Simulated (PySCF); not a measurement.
Se(I)(Me) (CH3ISe), SMILES C[Se]I. Atoms are numbered in the order given.

```xyz
6

Se     0.4878    -1.2902     0.0000
I     -0.0707     1.1758     0.0000
C     -1.3199    -1.9971     0.0000
H     -1.1987    -3.0913     0.0000
H     -1.8595    -1.6887    -0.9042
H     -1.8595    -1.6887     0.9042
```

The structure is a stationary point at PBE0-D3(BJ)/def2-SVP. The def2 effective core potentials stand for the cores of I; spin–orbit coupling is left out.

Method: PBE0/def2-TZVPD (PySCF).

Gas-phase values at a fixed geometry.

total energy: -2738.88506 hartree
point group: Cs
highest occupied level: -6.41 eV
lowest empty level: -2.56 eV
orbital gap: 3.85 eV
dipole moment: 1.83 D
quadrupole, principal values (traceless, Buckingham form, about the centre of nuclear charge): -5.56, -1.71, 7.27 D·Å
mean static polarisability: 79.3 bohr³ (11.75 Å³)
polarisability, principal values: 62.1, 71.7, 104.1 bohr³
